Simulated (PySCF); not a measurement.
[Zr(NH2)2(Br)2], neutral singlet in the gas phase. 

Cartesian coordinates (Å):
```xyz
9

Zr     0.0362    -0.0455     0.0284
N      1.1918     0.7610     1.4662
H      1.1387     0.4869     2.4491
H      1.9062     1.4815     1.3725
N      0.5911     0.8798    -1.6645
H      1.2877     0.5370    -2.3280
H      0.1439     1.7070    -2.0630
Br     0.5467    -2.5171    -0.1225
Br    -2.3814     0.4762     0.5530
```
Charge 0, multiplicity 1.

All levels are single points at this geometry (r2SCAN-D4/def2-SVP); Pople sets use spherical d functions. Orbital energies aren't observables, and empty levels follow the basis.

TPSSh-D3(BJ)/def2-TZVP in PySCF gives gap (eV) = 4.99.

**Question.** Estimate the gap (eV) from each of these levels: B3LYP-D3(BJ)/def2-TZVP in PySCF; B3LYP/6-311+G** (LANL2DZ on Br, Zr) in PySCF; B3LYP/6-31G* (LANL2DZ on Zr) in PySCF; B3LYP/LANL2DZ in PySCF; M06-2X/6-31G* (LANL2DZ on Zr) in PySCF.

**Answer.** 
```
level                                         gap (eV)
--------------------------------------------  --------
B3LYP-D3(BJ)/def2-TZVP in PySCF                   5.63
B3LYP/6-311+G** (LANL2DZ on Br, Zr) in PySCF      5.31
B3LYP/6-31G* (LANL2DZ on Zr) in PySCF             5.32
B3LYP/LANL2DZ in PySCF                            5.37
M06-2X/6-31G* (LANL2DZ on Zr) in PySCF            7.77
```
